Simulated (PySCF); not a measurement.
C2H5ClF2Si, SMILES CC(F)(F)[SiH2]Cl. Atoms are numbered in the order given.

```xyz
11

C     -1.8921     0.5043     0.2526
C     -0.8853    -0.5592    -0.0779
F     -0.8573    -0.7471    -1.4302
F     -1.2819    -1.7518     0.4746
Si     0.9175    -0.2877     0.5338
Cl     1.5765     1.5404    -0.1722
H     -1.5863     1.4625    -0.1889
H     -2.8683     0.2082    -0.1596
H     -1.9812     0.6228     1.3414
H      1.7757    -1.3716    -0.0075
H      0.9302    -0.2623     2.0211
```
Charge 0, spin multiplicity 1.

Geometry: PBE0-D3(BJ)/def2-SVP. This is a generated structure with no PubChem entry under its InChIKey; it may be hypothetical. One conformer was computed; it need not be the lowest.

Level of theory: TDDFT-LC-ωPBE/def2-SVPD in PySCF.

Vertical excitations. 

```json
[
 {"state": "S1", "energy (eV)": "7.65", "λ (nm)": "162", "f": "0.000", "main pairs": "HOMO→LUMO 84 %"},
 {"state": "S2", "energy (eV)": "8.06", "λ (nm)": "154", "f": "0.010", "main pairs": "HOMO−1→LUMO 88 %"},
 {"state": "S3", "energy (eV)": "8.70", "λ (nm)": "143", "f": "0.031", "main pairs": "HOMO→LUMO+4 33 %, HOMO→LUMO+5 12 %, HOMO→LUMO+3 11 %, HOMO→LUMO+1 10 %"},
 {"state": "S4", "energy (eV)": "8.87", "λ (nm)": "140", "f": "0.014", "main pairs": "HOMO→LUMO+1 31 %, HOMO→LUMO+2 19 %, HOMO→LUMO+4 14 %, HOMO→LUMO+3 9 %"},
 {"state": "S5", "energy (eV)": "9.01", "λ (nm)": "138", "f": "0.068", "main pairs": "HOMO−2→LUMO 66 %"},
 {"state": "S6", "energy (eV)": "9.15", "λ (nm)": "136", "f": "0.020", "main pairs": "HOMO−1→LUMO+2 33 %, HOMO→LUMO+4 14 %, HOMO−1→LUMO+1 13 %, HOMO−1→LUMO+3 13 %"},
 {"state": "S7", "energy (eV)": "9.36", "λ (nm)": "132", "f": "0.148", "main pairs": "HOMO→LUMO+1 39 %, HOMO→LUMO+2 36 %"},
 {"state": "S8", "energy (eV)": "9.48", "λ (nm)": "131", "f": "0.033", "main pairs": "HOMO−1→LUMO+1 50 %, HOMO−1→LUMO+2 18 %"},
 {"state": "S9", "energy (eV)": "9.83", "λ (nm)": "126", "f": "0.035", "main pairs": "HOMO−3→LUMO 40 %, HOMO−1→LUMO+4 14 %, HOMO−4→LUMO 7 %, HOMO−5→LUMO 6 %"},
 {"state": "S10", "energy (eV)": "9.87", "λ (nm)": "126", "f": "0.023", "main pairs": "HOMO−1→LUMO+4 16 %, HOMO→LUMO+3 13 %, HOMO−1→LUMO+5 13 %, HOMO−2→LUMO+2 10 %"},
 {"state": "T1", "energy (eV)": "7.10", "λ (nm)": "175", "f": "0", "main pairs": "HOMO→LUMO 76 %"},
 {"state": "T2", "energy (eV)": "7.51", "λ (nm)": "165", "f": "0", "main pairs": "HOMO−1→LUMO 80 %"},
 {"state": "T3", "energy (eV)": "7.95", "λ (nm)": "156", "f": "0", "main pairs": "HOMO→LUMO+4 33 %, HOMO→LUMO+2 19 %, HOMO→LUMO+3 12 %, HOMO→LUMO+5 7 %"},
 {"state": "T4", "energy (eV)": "8.12", "λ (nm)": "153", "f": "0", "main pairs": "HOMO→LUMO+2 37 %, HOMO→LUMO+5 15 %, HOMO→LUMO+4 10 %, HOMO−2→LUMO 7 %"}
]
```
Triplets are in the Tamm–Dancoff approximation, which puts them higher than full response would, so one can lie above its singlet here.
